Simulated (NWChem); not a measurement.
Species: CH3FN2OSi; SMILES N#CO[Si@H](N)F

```xyz
9

N      0.0875     2.9529     0.0186
C     -0.2717     1.8498     0.0700
O     -0.7129     0.6510     0.1400
Si     0.0532    -0.7893    -0.3591
N     -0.8291    -2.0638     0.2914
F      1.5410    -0.6239     0.2389
H      0.1145    -0.8613    -1.8288
H     -1.0501    -2.1679     1.2742
H     -1.1535    -2.8356    -0.2769
```
Atoms are numbered in this order, from 1.

Results from NWChem. Pople sets run with spherical d functions. All runs use the structure optimised with PBE0/def2-SVP.

Problem. Estimate the computed values for B3LYP/6-31G*. Quantities: highest occupied level (eV); orbital gap (eV); dipole (D).

Solution. 
* **highest occupied level (eV)**: -8.01
* **orbital gap (eV)**: 8.70
* **dipole (D)**: 6.47
